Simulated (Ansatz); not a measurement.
Cost and result up the ladder for `C[Si]1(C)C=CC=C1C1=CC=C[Si]1(C)C` (32 atoms). The state is a singlet with charge 0. Geometry: PBE-D4/def2-SVP.

Ansatz on 4 threads of Arm Neoverse V1 on a shared host. Times are rough, and most runs start from the orbitals of an earlier one. PBE0-D4/def2-TZVP serves as the yardstick here, not as an exact answer. Differences are given only for rows in sets of like size (and for xTB, whose basis is part of the method), since another set adds its own error. Binding counts from free atoms at the same level (C triplet, Si triplet, H doublet; other spins of the atoms weren't run), without zero-point energy or a counterpoise term.

B3LYP takes the VWN-RPA correlation. Correlated methods freeze 22 core orbitals. The rows differ in basis, and correlated rows in double-zeta sets carry the largest basis error.

Run but left out: HF/STO-3G, HF/6-31G (restricted singlet, unstable in another Hartree–Fock run and untested here).

Correlated methods converge slowly with the basis, most of all in double-zeta sets.

```
                          level  functions  binding energy per atom (eV)  difference from PBE0-D4/def2-TZVP (eV)                  remarks
                   MP2/def2-SVP        294                          4.35                                       –  restricted SCF unstable
               PBE0-D4/def2-SVP        294                          4.57                                       –                        –
                 B3LYP-D4/6-31G        170                          4.36                                       –                        –
                PBE-D4/def2-SVP        294                          4.63                                       –                        –
PBE0-D4/def2-TZVP (with forces)        554                          4.52                                    0.00                        –
 PBE-D4/def2-TZVP (with forces)        554                          4.59                                    0.07                        –
            r2SCAN-D4/def2-TZVP        554                          4.50                                   -0.03                        –
```

Task: Estimate how long each takes.

Result: B3LYP-D4/6-31G 6.5 s; PBE-D4/def2-SVP 7 s; PBE0-D4/def2-SVP 15 s; MP2/def2-SVP 21 s; PBE-D4/def2-TZVP (with forces) 22 s; r2SCAN-D4/def2-TZVP 29 s; PBE0-D4/def2-TZVP (with forces) 53 s. On shared hardware such times vary by a factor of up to 3.
